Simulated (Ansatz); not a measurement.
Isolated molecules relaxed with PBE0-D4/def2-TZVP in Ansatz; ΔE leaves out vibrations. CBS: MP2 limit from def2 TZ/QZ plus the TZ coupled-cluster correction, frozen cores. This one scheme is used for every species. DFT in def2-TZVPP. Each species was taken in one conformer, which may not be the lowest.

Consider the hydrogenolysis of the Si–N bond: `O=C=N[SiH2]N=C=O` + H₂ → `O=C=N[SiH3]` + `N=C=O`.

```csv
level,ΔE (kJ/mol)
BHLYP-D4,80.8
revPBE,61.8
r2SCAN0,76.9
BHLYP,73.5
```

Q: What does CCSD(T)/CBS give? (Best estimate.)

A: Ansatz gave: +78.4 kJ/mol. The listed levels differ from it by 2.4, -16.6, -1.5, -4.9 kJ/mol.

Largest T1 diagnostic among the species: 0.018.

The D4 term adds +8.8 kJ/mol with B3LYP and +5.0 kJ/mol with PBE0; it sums over pairs of atoms, weighted by their polarisabilities, and B3LYP, whose exchange is more repulsive, gets the larger term. Leaving LDA and LC-ωPBE aside and taking each functional with its dispersion term where it has one, the values, not all of them listed here, spread over 10.7 kJ/mol, from PBE-D4 to BHLYP-D4. LDA lies +5.1 kJ/mol from PBE without D4. From BLYP to BHLYP (50 % exact exchange), in def2-TZVPP and without D4, ΔE moves by +8.0 kJ/mol.

B3LYP here is the variant with VWN-RPA as its local correlation; programs differ in this.
